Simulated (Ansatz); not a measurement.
Basis-set extrapolation for `CCCCC(=O)OCCC` (PBE0-D4/def2-TZVP geometry, frozen core, Ansatz). Multiplicity 1, RHF reference.

```json
{"": "HF", "def2-TZVPP": "-462.194636", "def2-QZVPP": "-462.215803"}
{"": "MP2 correlation", "def2-TZVPP": "-1.839026", "def2-QZVPP": "-1.962481"}
{"": "CCSD(T) correlation", "def2-TZVPP": "-1.996126", "def2-QZVPP": "not run"}
```

Energies in hartree. Use E(X) = E(∞) + A·exp(−7.88·√X) for Hartree–Fock and E(X) = E(∞) + B·X^(−2.97) for correlation, with X = 3 and 4, and add CCSD(T) minus MP2 of the smaller set to the MP2 limit.

**Question.** What is the CCSD(T) energy at the basis-set limit?

**Answer.** HF limit: -462.215803 + (-0.021167) × 0.13774 = -462.21872. MP2 limit: -1.962481 + (-0.123455) × 0.74074 = -2.05393. Higher-order term: -1.996126 − (-1.839026) = -0.15710. Total: -464.42975 hartree, 150.0 kcal/mol below CCSD(T)/def2-TZVPP.
